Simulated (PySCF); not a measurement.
# BAs: energy against distance

Set-up: B x2c-SVPall, As x2c-SVPall; spin-free X2C with a Gaussian nucleus (PySCF 2.14). Energies in eV from B + As in their ground configurations at the same level. State: ³Π (triplet), unpaired electrons σ ↑, π ↑.

Curves on a restricted Hartree–Fock reference rise too fast on stretching and do not dissociate correctly.

```
R (Å)    BLYP  ROHF-CCSD(T)
1.588  -1.896              
1.662  -2.612        -1.830
1.736  -3.031        -2.247
1.792  -3.199        -2.408
1.847  -3.272        -2.471
1.902  -3.271        -2.459
1.976  -3.184        -2.357
2.069  -2.984        -2.136
2.179  -2.666        -1.796
2.327  -2.198
```

Put a parabola through the three lowest points of the BLYP curve and estimate Re, k and ωe (reduced mass 9.599 u; 1 eV/Å² = 0.16022 mdyn/Å; ωe = 1302.8·√(k/μ) cm⁻¹).

Through R = 1.792, 1.847, 1.902 Å the second-order coefficient is 12.2 eV/Å², so Re ≈ 1.874 Å, k ≈ 3.92 mdyn/Å and ωe ≈ 832 cm⁻¹. A polynomial fit of higher order to the unrounded BLYP energies gives Re = 1.873 Å, k = 3.38 mdyn/Å, ωe = 773 cm⁻¹; anharmonicity and rounding make the difference.

The higher-order fit for each curve: BLYP: Re = 1.873 Å, ωe = 773 cm⁻¹, De = 3.28 eV; ROHF-CCSD(T): Re = 1.864 Å, ωe = 799 cm⁻¹, De = 2.47 eV.

Correlated steps freeze 10 core orbitals. Correlated levels converge slowly with the basis: in double zeta they bind strong bonds too weakly, by up to about 1 eV, and carry superposition errors of some tenths. Spin–orbit coupling is left out. The state is the lowest determinant that a PBE0 search found; another state may lie lower at other levels.
